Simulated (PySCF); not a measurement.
## SiCl₄: from structure and modes to constants

Method: PBE in PySCF with Si def2-TZVP, Cl def2-TZVP; no relativity; density-fitted integrals.

The singlet minimum has Td symmetry. Masses (u): Si 27.97693, Cl 34.96885.

```xyz
5
charge 0 multiplicity 1, angstrom
Si    0.0000    0.0000    0.0000
Cl    1.1776    1.1776    1.1776
Cl   -1.1776    1.1776   -1.1776
Cl    1.1776   -1.1776   -1.1776
Cl   -1.1776   -1.1776    1.1776
```

Harmonic wavenumbers (cm⁻¹): 138.4 (e, ×2), 209.9 (t2, ×3), 402.3 (a1, ×1), 597.8 (t2, ×3).

Question: Find the principal moments of inertia and the rotational constants. What kind of rotor is it?

Answer: About the centre of mass I = 387.97, 387.97, 387.97 u Å². With B = 16.8576/I this gives 0.04345, 0.04345, 0.04345 cm⁻¹. The molecule is a spherical top.

Question: What is the harmonic zero-point energy?

Answer: Half the sum of all 9 wavenumbers, 3102/2 = 1551 cm⁻¹, which is 18.6 kJ/mol (1 cm⁻¹ = 0.0119627 kJ/mol).

Question: Find the vibrational entropy and heat capacity at 298.15 K.

Answer: With u = 1.43878 ω/T, each mode gives S = R[u/(eᵘ−1) − ln(1−e⁻ᵘ)] and C = R u² eᵘ/(eᵘ−1)².
```
  ω (cm⁻¹)      u  S (J/(mol K))  C (J/(mol K))
138.4 (×2)  0.668          11.82           8.01
209.9 (×3)  1.013           8.55           7.64
     402.3  1.941           3.99           6.13
597.8 (×3)  2.885           1.90           4.34
```
The sums over all modes are S = 59.0 and C = 58.1 J/(mol K); the softest mode gives 20 % of the entropy (each member, where degenerate).

Question: Give the standard entropy (298.15 K, 1 bar) by its translational, rotational, vibrational and spin parts, and Cp.

Answer: Sackur–Tetrode with M = 167.85 u gives 172.7; rotation with symmetry number 12 gives 102.2; vibration 59.0; spin R ln 1 = 0.0. The total is 333.9 J/(mol K), and Cp = 4 R + 58.1 = 91.3 J/(mol K).
